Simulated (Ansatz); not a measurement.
Ga9N9H24, a nanocrystal cut from wurtzite GaN (hydrogen-capped). Total charge 0; triplet. Geometry PBE-D4/def2-SVP, that of the neutral singlet; atoms count from 1.

```xyz
42

Ga    0.634   -1.702    3.521
N    -0.711   -0.162    3.701
N     0.980   -1.579    1.549
Ga   -0.633   -2.035    0.504
Ga   -1.208    0.874    2.063
N    -1.838   -0.458    0.752
N    -0.133   -1.965   -1.405
Ga   -1.665   -2.500   -2.583
Ga   -2.328    0.486   -0.909
N    -2.926   -0.929   -2.190
Ga    1.901    0.104    1.082
N     0.489    1.506    1.283
N     2.261    0.055   -0.859
Ga    0.723   -0.304   -2.044
Ga    0.082    2.519   -0.359
N    -0.592    1.132   -1.588
Ga    3.282    1.675   -1.456
N     1.848    3.099   -1.099
H    -0.187   -3.017    3.851
H     1.915   -1.235    4.330
H    -1.572   -0.537    4.123
H    -0.350    0.497    4.406
H     1.660   -2.337    1.369
H    -1.345   -3.372    0.948
H    -2.247    2.009    2.418
H    -2.720   -0.836    1.133
H     0.563   -2.717   -1.546
H    -2.390   -3.778   -1.988
H    -1.262   -2.344   -4.108
H    -3.441    1.595   -0.747
H    -3.822   -1.314   -1.856
H    -3.164   -0.478   -3.086
H     3.161    0.432    1.974
H     0.869    2.193    1.953
H     2.924   -0.724   -1.007
H     1.065   -0.294   -3.585
H    -0.873    3.762   -0.161
H    -0.798    1.616   -2.476
H     4.450    1.991   -0.433
H     3.469    1.653   -3.030
H     2.249    3.807   -0.467
H     1.680    3.611   -1.978
```

Single mean-field runs in def2-SVP are fitted with def2-universal-jkfit. At PBE0-D4/def2-SVP a singlet of charge 0 lies 6.29 eV below the triplet at the same geometry.

(1) Estimate the Mulliken populations of the heavy atoms from the PBE0/def2-SVP orbitals of Ansatz.

(2) Where does the spin sit?

(3) And the Mayer bond orders between heavy atoms (over 0.3)?

Answers

(1) 
```tsv
atom	charge (e)	spin (α − β)
Ga1	0.17	0.35
N2	-0.46	-0.02
N3	-0.49	0.30
Ga4	0.46	0.20
Ga5	0.58	0.02
N6	-0.74	0.00
N7	-0.66	0.08
Ga8	0.34	0.06
Ga9	0.60	0.00
N10	-0.47	0.00
Ga11	0.46	0.20
N12	-0.74	0.00
N13	-0.66	0.08
Ga14	0.58	0.03
Ga15	0.60	0.00
N16	-0.75	0.00
Ga17	0.34	0.06
N18	-0.47	0.00
```
Mulliken values depend strongly on the basis.

(2) Summed by element: Ga 0.93, N 0.46, H 0.61, of 2 unpaired in all. Largest on single atoms: Ga1 0.35, N3 0.30, Ga11 0.20.

(3) Ga1–N2 0.57 (2.05 Å); Ga1–N3 0.57 (2.01 Å); N2–Ga5 0.66 (2.00 Å); N3–Ga4 0.51 (1.97 Å); N3–Ga11 0.51 (1.97 Å); Ga4–N6 0.63 (2.00 Å); Ga4–N7 0.67 (1.97 Å); Ga5–N6 0.67 (1.97 Å); Ga5–N12 0.67 (1.97 Å); N6–Ga9 0.67 (1.97 Å); N7–Ga8 0.59 (2.01 Å); N7–Ga14 0.64 (1.97 Å); Ga8–N10 0.57 (2.05 Å); Ga9–N10 0.66 (2.00 Å); Ga9–N16 0.68 (1.97 Å); Ga11–N12 0.63 (2.00 Å); Ga11–N13 0.67 (1.97 Å); N12–Ga15 0.67 (1.97 Å); N13–Ga14 0.64 (1.97 Å); N13–Ga17 0.59 (2.01 Å); Ga14–N16 0.61 (2.00 Å); Ga15–N16 0.68 (1.97 Å); Ga15–N18 0.66 (2.00 Å); Ga17–N18 0.57 (2.05 Å).
